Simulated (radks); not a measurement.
The numbers below are computed, except where a source is named.
The nuclear charge of the thulium ion Tm2+ is varied continuously with 67 electrons held in [Xe] 4f13. Code: a radial shooting solver on a logarithmic mesh with Libxc functionals. Model: scalar-relativistic Kohn-Sham, PBE, spin-polarised, spherical densities, finite nucleus; open shells are filled with parallel spins first (spin-orbit coupling, left out, can overturn this in heavy ions); Fermi nuclear charge, rms radius 5.2256 fm. By the Hellmann-Feynman theorem dE/dZ = E(electron-nucleus)/Z, the electronic potential at the nucleus (averaged over a nucleus of fixed radius). The scalar-relativistic energy here is not variational (the density holds large components alone), so the two differ by a part that grows with Z.

Z,E (hartree),E(electron-nucleus)/Z (hartree),HOMO,e(HOMO) (eV),<r> HOMO (bohr)
68,-13084.7492,-472.199,4f,-3.358,0.9467
68.25,-13203.8978,-474.826,4f,-6.138,0.8908
68.5,-13323.7121,-477.442,4f,-9.456,0.8548
68.75,-13444.1902,-480.053,4f,-13.156,0.8270
69,-13565.3315,-482.662,4f,-17.161,0.8038
69.25,-13687.1356,-485.270,4f,-21.429,0.7836
69.5,-13809.6028,-487.879,4f,-25.931,0.7657
69.75,-13932.7332,-490.488,4f,-30.651,0.7494
70,-14056.5274,-493.099,4f,-35.573,0.7345

The central difference of E at Z = 69 is -485.891 hartree, to compare with the third column; the second derivative is -10.6 hartree.
